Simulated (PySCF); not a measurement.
**²⁹Si chemical shifts**

PySCF 2.14 calculation with geometry from GFN2-xTB and shieldings: GIAO PBE0/pcSseg-1; a single conformation, no relativistic terms, one averaged value for each set of equivalent atoms, no solvent.

Shieldings were converted by a linear fit to measured shifts: ²⁹Si: δ = 279.94 − 0.822σ (rms 8.9 ppm, 72 shifts, 25.8 ppm with the 6 outliers that the fit left out vs TMS, solution or neat liquid). Occasional misses reach two or three times the rms, and more in compound classes unlike the fitted ones.

Q: Give the ²⁹Si shifts of `C#CC(=O)NCC[SiH3]`, `C=CO[Si@@](O)([SiH3])C(F)F`, `C=C([SiH3])/C=N\C(C)=O`.

A: 
```json
{"compound": "C#CC(=O)NCC[SiH3]", "environment": "silicon bonded to C, 3 H", "δ (ppm)": "-68.1"}
{"compound": "[CH2:1]=[CH:2][O:3][Si@@:4]([OH:5])([SiH3:6])[CH:7]([F:8])[F:9]", "environment": "Si4: silicon bonded to C, 2 O, Si", "δ (ppm)": "-20.7"}
{"compound": "[CH2:1]=[CH:2][O:3][Si@@:4]([OH:5])([SiH3:6])[CH:7]([F:8])[F:9]", "environment": "Si6: silicon bonded to Si, 3 H", "δ (ppm)": "-114.8"}
{"compound": "C=C([SiH3])/C=N\\C(C)=O", "environment": "silicon bonded to C, 3 H", "δ (ppm)": "-64.2"}
```

Q: Match the shifts 30.6, -27.7, -55.4, -71.5, -88.6 ppm to `[SiH3]P1C=CCC=C1`, `P[Si](P)(Cl)CC(Cl)(Cl)Cl`, `[H]/N=C(\CO)CC#C[SiH3]`, `[SiH3]NN1CCCC1`, `C#C[Si@@]1(O)CCCN1`.

A: 30.6: P[Si](P)(Cl)CC(Cl)(Cl)Cl (silicon bonded to C, Cl, 2 P); -27.7: C#C[Si@@]1(O)CCCN1 (silicon bonded to 2 C, N, O, in a 5-membered ring); -55.4: [SiH3]NN1CCCC1 (silicon bonded to N, 3 H); -71.5: [SiH3]P1C=CCC=C1 (silicon bonded to P, 3 H); -88.6: [H]/N=C(\CO)CC#C[SiH3] (silicon bonded to C, 3 H).
